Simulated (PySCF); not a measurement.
C₂H₈BO₂P (SMILES COB(P)OC), singlet, geometry from GFN2-xTB, with bond 11-8 at 2.4 times its length; CASSCF(4,3)/STO-3G (PySCF).

The PySCF input:
```python
from pyscf import gto, scf, mcscf
import numpy

mol = gto.M(
    atom='''
B     0.103372    0.027012   -0.082698
O    -0.801128   -0.970613   -0.167157
C    -1.852046   -1.161899    0.745919
H    -2.799259   -0.914113    0.259881
H    -1.861612   -2.212927    1.040930
H    -1.725961   -0.534101    1.635128
O     1.103535    0.134193   -0.971734
C     1.319167   -0.763259   -2.044488
H     1.313637   -0.191904   -2.974473
H     2.297174   -1.229253   -1.911188
H    -0.539889   -2.601779   -2.115339
P     0.167035    1.364689    1.318901
H    -0.991188    2.024266    0.945016
H     0.978279    2.224249    0.611238
''',
    basis='sto-3g',
    charge=0,
    spin=0,
    verbose=4,
)

mf = scf.RHF(mol)
mf.kernel()
mc = mcscf.CASSCF(mf, 3, 4)
mc.fix_spin_(ss=0.0)
mc.kernel()
occ = numpy.linalg.eigvalsh(mc.fcisolver.make_rdm1(mc.ci, mc.ncas, mc.nelecas))[::-1]
ss = mc.fcisolver.spin_square(mc.ci, mc.ncas, mc.nelecas)[0]
print('natural occupations', occ.round(4), ' <S^2>', round(ss, 4))
```

Question: What does PySCF print? Leave out banner, timings and long lists.

Answer: 
```
PySCF version 2.14.0

[INPUT] verbose = 4
[INPUT] num. atoms = 14
[INPUT] num. electrons = 56
[INPUT] charge = 0
[INPUT] spin (= nelec alpha-beta = 2S) = 0
[INPUT] symmetry False subgroup None
[INPUT] Mole.unit = angstrom
[INPUT] Symbol           X                Y                Z      unit          X                Y                Z       unit  Magmom
[...]
nuclear repulsion = 288.385717615641
number of shells = 28
number of NR pGTOs = 126
number of NR cGTOs = 42
basis = sto-3g
ecp = {}

******** <class 'pyscf.scf.hf.RHF'> ********
method = RHF
initial guess = minao
damping factor = 0
level_shift factor = 0
DIIS = <class 'pyscf.scf.diis.CDIIS'>
diis_start_cycle = 1
diis_space = 8
diis_damp = 0
SCF conv_tol = 1e-09
SCF conv_tol_grad = None
SCF max_cycles = 50
direct_scf = True
direct_scf_tol = 1e-13
Set gradient conv threshold to 3.16228e-05
Initial guess from minao.
init E= -588.908352822142
[...]
cycle= 1 E= -588.009091093861  delta_E= 0.899  |g|= 0.648  |ddm|= 4.46
[...]
cycle= 2 E= -588.085471813584  delta_E= -0.0764  |g|= 0.495  |ddm|= 1.78
[...]
cycle= 3 E= -588.191159899471  delta_E= -0.106  |g|= 0.144  |ddm|= 1.09
[...]
cycle= 4 E= -588.201457546941  delta_E= -0.0103  |g|= 0.0305  |ddm|= 0.301
[...]
cycle= 5 E= -588.201933569035  delta_E= -0.000476  |g|= 0.00415  |ddm|= 0.0618
[...]
cycle= 6 E= -588.201945491173  delta_E= -1.19e-05  |g|= 0.00159  |ddm|= 0.00929
[...]
cycle= 7 E= -588.20194722768  delta_E= -1.74e-06  |g|= 0.000446  |ddm|= 0.00363
[...]
cycle= 8 E= -588.201947380397  delta_E= -1.53e-07  |g|= 9.03e-05  |ddm|= 0.00117
[...]
cycle= 9 E= -588.201947388713  delta_E= -8.32e-09  |g|= 2.58e-05  |ddm|= 0.000301
[...]
cycle= 10 E= -588.201947389271  delta_E= -5.58e-10  |g|= 8.8e-06  |ddm|= 8.18e-05
[...]
Extra cycle  E= -588.201947389293  delta_E= -2.18e-11  |g|= 6.44e-06  |ddm|= 2.27e-05
converged SCF energy = -588.201947389293

******** <class 'pyscf.mcscf.mc1step.CASSCF'> ********
CAS (2e+2e, 3o), ncore = 26, nvir = 13
max_cycle_macro = 50
max_cycle_micro = 4
conv_tol = 1e-07
conv_tol_grad = None
orbital rotation max_stepsize = 0.02
orbital rotation threshold for CI restart = 0.01
augmented hessian ah_max_cycle = 30
augmented hessian ah_conv_tol = 1e-12
augmented hessian ah_linear dependence = 1e-14
augmented hessian ah_level shift = 1e-08
augmented hessian ah_start_tol = 2.5
augmented hessian ah_start_cycle = 3
augmented hessian ah_grad_trust_region = 3
kf_trust_region = 3
kf_interval = 4
ci_response_space = 4
ci_grad_trust_region = 3
with_dep4 0
natorb = False
canonicalization = True
sorting_mo_energy = False
ao2mo_level = 2
internal_rotation = False
******** <class 'pyscf.fci.addons.SpinPenaltyFCISolver'> ********
max. cycles = 50
conv_tol = 1e-08
davidson only = True
linear dependence = 1e-12
level shift = 0.001
max iter space = 12
nroots = 1
pspace_size = 400
spin = None
CASCI E = -588.369740965695  S^2 = 0.0000000
Set conv_tol_grad to 0.000316228
macro iter   1 ( 21 JK    4 micro), CASSCF E = -588.382056724873  dE = -1.23157592e-02  S^2 = 0.0000000
               |grad[o]|=0.0821  |grad[c]|=0.0191  |ddm|=0.00433  |maxRot[o]|=0.135
macro iter   2 ( 11 JK    3 micro), CASSCF E = -588.382283362474  dE = -2.26637600e-04  S^2 = 0.0000000
               |grad[o]|=0.0144  |grad[c]|=0.00462  |ddm|=0.00359  |maxRot[o]|=0.106
macro iter   3 (  7 JK    2 micro), CASSCF E = -588.382286127493  dE = -2.76501942e-06  S^2 = 0.0000000
               |grad[o]|=0.00267  |grad[c]|=0.000541  |ddm|=0.00157  |maxRot[o]|=0.0699
macro iter   4 (  7 JK    2 micro), CASSCF E = -588.382289997302  dE = -3.86980912e-06  S^2 = 0.0000000
               |grad[o]|=0.00247  |grad[c]|=0.000459  |ddm|=0.00161  |maxRot[o]|=0.0699
macro iter   5 (  7 JK    2 micro), CASSCF E = -588.382295596496  dE = -5.59919408e-06  S^2 = 0.0000000
               |grad[o]|=0.0023  |grad[c]|=0.000316  |ddm|=0.00119  |maxRot[o]|=0.0699
macro iter   6 (  7 JK    2 micro), CASSCF E = -588.382302878097  dE = -7.28160092e-06  S^2 = 0.0000000
               |grad[o]|=0.00218  |grad[c]|=0.000206  |ddm|=0.0011  |maxRot[o]|=0.0699
macro iter   7 ( 12 JK    3 micro), CASSCF E = -588.382313358430  dE = -1.04803332e-05  S^2 = 0.0000000
               |grad[o]|=0.00202  |grad[c]|=0.0167  |ddm|=0.00101  |maxRot[o]|=0.138
macro iter   8 (  9 JK    3 micro), CASSCF E = -588.382317899607  dE = -4.54117674e-06  S^2 = 0.0000000
               |grad[o]|=0.00185  |grad[c]|=0.0192  |ddm|=0.00219  |maxRot[o]|=0.0808
macro iter   9 (  7 JK    2 micro), CASSCF E = -588.382323079154  dE = -5.17954675e-06  S^2 = 0.0000000
               |grad[o]|=0.00038  |grad[c]|=0.0103  |ddm|=0.00128  |maxRot[o]|=0.0604
macro iter  10 (  7 JK    2 micro), CASSCF E = -588.382331252398  dE = -8.17324417e-06  S^2 = 0.0000000
               |grad[o]|=0.000633  |grad[c]|=0.00295  |ddm|=0.000271  |maxRot[o]|=0.0699
macro iter  11 (  7 JK    2 micro), CASSCF E = -588.382338938087  dE = -7.68568862e-06  S^2 = 0.0000000
               |grad[o]|=0.00052  |grad[c]|=0.00399  |ddm|=0.000355  |maxRot[o]|=0.0672
macro iter  12 (  7 JK    2 micro), CASSCF E = -588.382345368788  dE = -6.43070177e-06  S^2 = 0.0000000
               |grad[o]|=0.000469  |grad[c]|=0.00389  |ddm|=0.000224  |maxRot[o]|=0.0699
macro iter  13 (  7 JK    2 micro), CASSCF E = -588.382349917722  dE = -4.54893382e-06  S^2 = 0.0000000
               |grad[o]|=0.000348  |grad[c]|=0.0033  |ddm|=0.000408  |maxRot[o]|=0.0699
macro iter  14 (  7 JK    2 micro), CASSCF E = -588.382352699548  dE = -2.78182608e-06  S^2 = 0.0000000
               |grad[o]|=0.000286  |grad[c]|=0.00205  |ddm|=0.000915  |maxRot[o]|=0.0699
macro iter  15 (  7 JK    2 micro), CASSCF E = -588.382353819967  dE = -1.12041812e-06  S^2 = 0.0000000
               |grad[o]|=0.000144  |grad[c]|=0.000982  |ddm|=0.0014  |maxRot[o]|=0.0699
macro iter  16 ( 10 JK    3 micro), CASSCF E = -588.382351919111  dE =  1.90085552e-06  S^2 = 0.0000000
               |grad[o]|=0.000164  |grad[c]|=0.00255  |ddm|=0.000486  |maxRot[o]|=0.0369
macro iter  17 ( 21 JK    4 micro), CASSCF E = -588.382352246519  dE = -3.27407861e-07  S^2 = 0.0000000
               |grad[o]|=0.000784  |grad[c]|=0.00101  |ddm|=5.23e-05  |maxRot[o]|=0.0207
macro iter  18 (  7 JK    2 micro), CASSCF E = -588.382353597452  dE = -1.35093296e-06  S^2 = 0.0000000
               |grad[o]|=0.000372  |grad[c]|=0.000921  |ddm|=0.000972  |maxRot[o]|=0.0383
macro iter  19 (  7 JK    2 micro), CASSCF E = -588.382353856771  dE = -2.59319108e-07  S^2 = 0.0000000
               |grad[o]|=0.000119  |grad[c]|=0.000243  |ddm|=0.00052  |maxRot[o]|=0.0266
macro iter  20 (  4 JK    1 micro), CASSCF E = -588.382353968982  dE = -1.12210955e-07  S^2 = 0.0000000
               |grad[o]|=0.000103  |grad[c]|=0.000428  |ddm|=2.68e-05  |maxRot[o]|=0.0145
macro iter  21 (  7 JK    1 micro), CASSCF E = -588.382353988473  dE = -1.94906988e-08  S^2 = 0.0000000
               |grad[o]|=3.23e-05  |grad[c]|=5.53e-05  |ddm|=1.85e-05  |maxRot[o]|=0.0053
1-step CASSCF converged in  21 macro (186 JK  48 micro) steps
CASSCF canonicalization
Density matrix diagonal elements [1.99135537 1.30187846 0.70676617]
CASSCF energy = -588.382353988473
CASCI E = -588.382353988473  E(CI) = -4.03434900025036  S^2 = 0.0000000
natural occupations [1.9999 1.2936 0.7065]  <S^2> 0.0
```
